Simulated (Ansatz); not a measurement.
BrClFHHfO (`[OH][Hf]([F])([Cl])[Br]`). Total charge 0; spin multiplicity 1. Hf: def2 effective core potential. The geometry is a stationary point of PBE0-D4/def2-TZVP. It is one conformer, not always the lowest.

```xyz
6

O    -0.525    1.269    0.537
Hf    0.106   -0.396   -0.084
F    -0.888   -1.773    0.752
Cl    2.365   -0.645    0.483
Br   -0.201   -0.550   -2.562
H    -0.857    2.095    0.874
```

**Question.** What is the dipole moment at B3LYP/def2-TZVPP? (Best estimate.)

**Answer.** Computed: 2.81 D, with components (-1.00, 2.41, 1.05) D in this frame, pointing from negative to positive charge.

**Question.** And with PBE, r2SCAN, ωB97M-V? (An estimate is asked.)

**Answer.** Ansatz gave: PBE 2.79 D, r2SCAN 2.85 D, ωB97M-V 2.87 D.

**Question.** Give the Mulliken charges with B3LYP, r2SCAN, ωB97M-V in def2-TZVPP. (An estimate is asked.)

**Answer.** Ansatz gave: 
```tsv
atom	B3LYP	r2SCAN	ωB97M-V
O1	-0.42	-0.44	-0.39
Hf2	1.07	1.09	0.99
F3	-0.33	-0.33	-0.32
Cl4	-0.26	-0.27	-0.23
Br5	-0.26	-0.26	-0.23
H6	0.20	0.21	0.18
```

B3LYP here is the variant with VWN-RPA as its local correlation; programs differ in this.
